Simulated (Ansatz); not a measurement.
C2H2N, SMILES `C#C[NH+]` (lower triplet) (charge 1, multiplicity 3). This triplet lies 0.84 eV below the relaxed singlet at the level B3LYP/cc-pVTZ // PBE0-D3(BJ)/def2-TZVP (Ansatz, a quantum-chemistry and plane-wave program).

Cartesian coordinates (Å):
```xyz
5

C      1.2216     0.0762    -0.0456
C     -0.0659    -0.0036    -0.2158
N     -1.2214    -0.0744    -0.3686
H      2.2867     0.1391     0.0952
H     -2.2210    -0.1372    -0.5009
```
Charge +1, spin multiplicity 3.

Frozen-core energies in 6-31g from Ansatz at a geometry from PBE0-D3(BJ)/def2-TZVP; the HF reference has <S^2> = 2.27 and the T1 diagnostic is 0.036.

| level | energy (Ha) |
|---|---|
| HF | -130.91686 |
| MP2 | -131.13181 |
| CCSD | -131.16957 |

**Question.** Estimate the energies of CCSD(T), CCSDT, CCSDT(Q) and CCSDTQ, and give each level's difference from CCSDTQ.

**Answer.** 
```json
[
 {"level": "MP2", "energy (Ha)": "-131.13181", "difference from CCSDTQ (mHa)": "47.49"},
 {"level": "CCSD", "energy (Ha)": "-131.16957", "difference from CCSDTQ (mHa)": "9.73"},
 {"level": "CCSD(T)", "energy (Ha)": "-131.17692", "difference from CCSDTQ (mHa)": "2.38"},
 {"level": "CCSDT", "energy (Ha)": "-131.17825", "difference from CCSDTQ (mHa)": "1.05"},
 {"level": "CCSDT(Q)", "energy (Ha)": "-131.17938", "difference from CCSDTQ (mHa)": "-0.08"},
 {"level": "CCSDTQ", "energy (Ha)": "-131.17930", "difference from CCSDTQ (mHa)": "0.00"}
]
```
